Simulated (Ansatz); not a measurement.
Basis sets compared for Ga₂As₃ (the lowest doublet isomer of a short search). Total charge 0; doublet. Geometry r2SCAN-D4/def2-SVP. Ansatz on 4 threads of Intel Xeon on a shared host; times are rough, and most runs start from earlier orbitals.

```xyz
5

Ga   -1.665    0.495   -0.135
Ga   -0.549   -1.556   -0.982
As    1.214    0.349   -0.980
As    0.314    1.540    0.915
As    0.686   -0.829    1.183
```

The 6-31G sets use Cartesian d functions. The structure comes from a short search, and lower isomers may exist.

Binding counts from free atoms (Ga doublet, As quartet) in the same basis, without a counterpoise term.

| level | functions | energy (Eh) | HOMO (eV) | LUMO (eV) | binding per atom (eV) | wall time |
| --- | --- | --- | --- | --- | --- | --- |
| HF/6-31G | 145 | -10547.4178 | -7.77 | -0.86 | 0.26 | 18 s |
| HF/def2-TZVP | 240 | -10549.1758 | -7.56 | -0.48 | 0.80 | 47 s |
| PBE-D4/def2-SVP | 160 | -10554.5787 | -4.80 | -4.10 | 2.49 | 6.5 s |
| PBE-D4/def2-TZVP | 240 | -10555.9041 | -4.79 | -4.09 | 2.52 | 14 s |
| r2SCAN-D4/def2-TZVP | 240 | -10557.4178 | -5.16 | -3.96 | 2.40 | 32 s |
| PBE0-D4/def2-SVP | 160 | -10554.8302 | -5.73 | -3.48 | 2.32 | 18 s |
| PBE0-D4/def2-TZVP (with forces) | 240 | -10556.1544 | -5.69 | -3.44 | 2.36 | 46 s |

Question: Estimate the rows for PBE-D4/def2-TZVPD, r2SCAN-D4/def2-TZVPD, PBE0-D4/def2-TZVPD.

Answer: 
```tsv
level	functions	energy (Eh)	HOMO (eV)	LUMO (eV)	binding per atom (eV)	wall time
PBE-D4/def2-TZVPD	270	-10555.9056	-4.81	-4.11	2.52	21 s
r2SCAN-D4/def2-TZVPD	270	-10557.4192	-5.15	-3.96	2.40	49 s
PBE0-D4/def2-TZVPD	270	-10556.1559	-5.70	-3.46	2.36	43 s
```
